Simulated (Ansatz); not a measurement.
A structure relaxed at PBE/def2-SVP in Ansatz, charge 1, doublet:

Cartesian coordinates in Å:
```
Cd -0.691 0.187 -6.067
Na -1.892 -0.051 3.336
Na -2.972 -0.029 -0.199
Na 0.407 -0.039 0.676
Na 1.856 -0.108 3.858
Na -0.618 0.068 -2.742
Na 3.910 -0.029 1.138
```

Q: Give its formula.

A: the cluster Na₆Cd⁺.

Q: Summarise the bond lengths by kind (pairs closer than 1.2 times the sum of covalent radii, bridged metal pairs left out).

A: 9 × Na–Na 3.41 to 3.78 Å; 1 × Cd–Na 3.33 Å. The metal has 1 neighbour: Na 3.33 Å.

In the def2 sets Cd takes a core potential; there is no spin–orbit coupling. The relaxation made no stability test and no search for a lower SCF solution. Another isomer (doublet) lies 0.70 eV lower at PBE0/def2-TZVP; other spin states weren't run for this one.
